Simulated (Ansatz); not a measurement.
A nudged elastic band was laid between two geometries of C2H6BCl + H2 (12 atoms, charge 0, multiplicity 1).

Method: RKS B3LYP/def2-SVP in Ansatz 0.2.0.

```
movable images  : 9
climbing image  : yes
spring          : 5.0 eV/Å²
optimiser       : quadratic models (default)
start path      : through a guess of the saddle point
force threshold : 0.03 eV/Å
iteration limit : 60
end points      : relaxed
```

Initial state:

```xyz
12
Properties=species:S:1:pos:R:3
B 0.306 0.479 0.136
Cl 1.183 -0.141 1.566
C 0.955 0.298 -1.278
C -1.075 1.184 0.374
H -0.012 -3.034 1.483
H -0.372 -3.693 1.356
H 0.788 1.184 -1.916
H 2.024 0.046 -1.267
H 0.419 -0.532 -1.781
H -1.640 0.766 1.220
H -0.865 2.241 0.633
H -1.711 1.202 -0.526
```

Final state:

```xyz
12
Properties=species:S:1:pos:R:3
B -0.296 -0.187 -0.247
Cl 1.484 -1.412 2.460
C 0.839 0.029 -1.300
C -1.196 0.919 0.392
H 0.594 -1.661 1.548
H -0.511 -1.340 0.102
H 0.922 1.050 -1.703
H 1.797 -0.218 -0.796
H 0.767 -0.692 -2.134
H -1.241 0.814 1.491
H -0.923 1.954 0.137
H -2.236 0.743 0.049
```

(1) What changes between the two ends?

(2) Give the energies along the band, and the barrier.

(3) What is the geometry of the highest image?

(4) What are the harmonic wavenumbers there?

The band took 14 iterations and roughly 8 core-minutes.

Answers

(1) Bonds broken: B1–Cl2, H5–H6. Bonds formed: B1–H6, Cl2–H5. C2H6BCl + H2 becomes C2H7B + ClH.

(2) The forces met the threshold. The highest image is number 6 of 0 to 10, 30.5 kcal/mol above the first end and 12.0 kcal/mol above the last; the last end lies 18.5 kcal/mol above the first. A vibrational analysis at the climbing image gives one clearly imaginary mode, 715i cm⁻¹: a first-order saddle point. The orbitals stay closed-shell, which can raise the energy where a bond breaks towards radicals; this wasn't checked here.

```csv
image,path coordinate (Å),energy (kcal/mol),B1–Cl2 (Å),H5–H6 (Å),B1–H6 (Å)
0,0.00,0.0,1.79,0.76,4.40
1,0.78,0.1,1.79,0.76,3.96
2,1.55,0.4,1.79,0.76,3.61
3,2.33,0.7,1.79,0.76,3.23
4,3.10,2.5,1.80,0.76,2.58
5,3.88,12.4,1.86,0.77,1.87
6,4.65,30.5,2.23,1.05,1.32
7,5.30,21.3,2.78,1.58,1.23
8,5.94,18.9,3.22,1.86,1.22
9,6.59,18.6,3.40,1.86,1.22
10,7.24,18.5,3.46,1.85,1.22
```

(3) 
```xyz
12
Properties=species:S:1:pos:R:3:forces:R:3
B -0.001 -0.231 0.114 0.00 0.00 0.00
Cl 1.360 -0.330 1.880 0.00 0.00 0.00
C 0.906 -0.111 -1.167 0.00 0.00 0.00
C -1.195 0.720 0.498 0.00 0.00 0.00
H 0.383 -1.267 1.117 0.00 0.00 0.00
H -0.305 -1.489 0.359 0.00 0.00 0.00
H 1.345 0.898 -1.240 0.00 0.00 0.00
H 1.726 -0.844 -1.206 0.00 0.00 0.00
H 0.282 -0.255 -2.068 0.00 0.00 0.00
H -1.654 0.494 1.472 0.00 0.00 0.00
H -0.865 1.773 0.512 0.00 0.00 0.00
H -1.984 0.642 -0.272 0.00 0.00 0.00
```

(4) 715i, 171, 194, 213, 244, 326, 571, 685, 778, 787, 871, 970, 1002, 1045, 1180, 1322, 1352, 1384, 1428, 1436, 1441, 1453, 1598, 2134, 3018, 3021, 3090, 3093, 3126, 3126 cm⁻¹.

Run time: 4.2 min on 2 threads of Arm Neoverse V2, with other jobs on the host, peak memory 0.21 GiB.
